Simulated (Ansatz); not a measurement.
Species: BNH₂, charge -1, doublet. BNH2- (parent SMILES B=N, doublet).
B3LYP-D3(BJ)/def2-TZVP minimum from Ansatz (a program for electronic structure):
```xyz
4

B      0.6158     0.4249     0.0306
N     -0.4956    -0.3290    -0.0241
H      1.7714     0.0102     0.0435
H     -1.3813     0.1686    -0.0274
```
Charge -1, spin multiplicity 2.

Total energies in aug-cc-pVDZ, 11 correlated electrons, 2 frozen orbitals. Open shells are spin-unrestricted; no spin-orbit coupling. Correlated methods leave the cores frozen. No relativity. The spin of H2BN- (parent SMILES B=N, doublet) was assumed, and the state is the lowest solution found for it.

```tsv
method	program	energy (Eh)	minus CCSDT(Q) (mEh)
HF	Ansatz	-80.25176	304.22
MP2	Ansatz	-80.52369	32.29
CCSD	Ansatz	-80.54142	14.56
CCSD(T)	Ansatz	-80.55406	1.92
CCSDT(Q)	Ansatz	-80.55598	0.00
```

Rough core times of Ansatz's runs on a shared machine: CCSD(T) under 20 s, CCSDT(Q) 5 min.
